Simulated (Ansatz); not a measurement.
A run for Ansatz (a program for electronic structure): R-PBE0/def2-TZVPP on F2H4OSi2 (SMILES F[SiH](F)O[SiH3]).

Ansatz 0.2 input:
```yaml
crystal:
  periodic: [false, false, false]
  atoms:
    - {symbol: Si, position_ang: [1.55775533, -0.16877267, -0.01075449]}
    - {symbol: O, position_ang: [-0.01551877, -0.32574058, -0.26933157]}
    - {symbol: Si, position_ang: [-1.59777648, 0.08704935, -0.05785652]}
    - {symbol: F, position_ang: [2.04370005, 1.27133654, -0.47082731]}
    - {symbol: F, position_ang: [1.86841274, -0.27716916, 1.54307924]}
    - {symbol: H, position_ang: [2.31537252, -1.18797579, -0.72835196]}
    - {symbol: H, position_ang: [-2.37736318, -0.56163709, -1.13094918]}
    - {symbol: H, position_ang: [-2.05254986, -0.39298242, 1.26378967]}
    - {symbol: H, position_ang: [-1.74203234, 1.55599182, -0.13879789]}
basis:
  gaussian:
    orbitals: def2-TZVPP
hamiltonian:
  xc: {name: PBE0}
scf: {lower_state_search: off}
```

Program output:

```
WARN ansatz: RAYON_NUM_THREADS=4 ignored (pool sized by the plan → 4); use --threads N
Functional definition: PBE0
these checks for a lower state are left out or cut short: stability, starts, cluster_reference, orbital_swaps, neighbouring_geometries, increment
integrals: 0.17 GiB planned
1281 factors; their error is unknown
mean field: 1.42 GiB planned
mean field evaluation 1: about -23291.2339 eV, gradient 6.4e1 eV
mean field evaluation 2: about -23282.3553 eV, gradient 9.7e1 eV
mean field evaluation 4: about -23297.0630 eV, gradient 5.2e0 eV
mean field evaluation 8: about -23297.1581 eV, gradient 3.0e-2 eV
mean field evaluation 16: about -23297.1581 eV, gradient 1.3e-6 eV
mean field -23297.15807143 eV, -856.1547677440 hartree, gradient 1.3e-6 eV, S^2 0.000000; 0 other end points of the search recorded, 0 dependent functions left out
reference -23297.15810385 eV, -856.1547689354 hartree; 29, 29 occupied and 204, 204 virtual orbitals, 1281 factors
Total energy: -23297.15810385 eV, -856.1547689354 hartree
Checks for a lower state left out: stability, starts, cluster_reference, orbital_swaps, neighbouring_geometries, increment
```

Self-consistency was reached.

Cost: about 3 core-seconds (a rough figure).
